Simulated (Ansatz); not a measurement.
Ansatz (a quantum-chemistry and plane-wave program) input:

Ansatz 0.2 input:
```yaml
crystal:
  periodic: [false, false, false]
  atoms:
    - {symbol: Si, position_ang: [-0.00832812, -0.00185598, 0.00353784]}
    - {symbol: H, position_ang: [-1.06127651, -0.18206758, -0.00966470]}
    - {symbol: H, position_ang: [0.67424704, -0.82369573, 0.00264387]}
    - {symbol: H, position_ang: [0.36210402, 1.00012122, 0.01713381]}
basis:
  gaussian:
    orbitals: def2-TZVP
hamiltonian:
  xc: b3lyp
  dispersion: d3bj
total_charge: -1
relax: {f_tol: 0.002, max_steps: 150}
```

Q: Predict the final energy.

A: -291.31068 Eh (B3LYP-D3(BJ)/def2-TZVP). The basis has 55 functions.
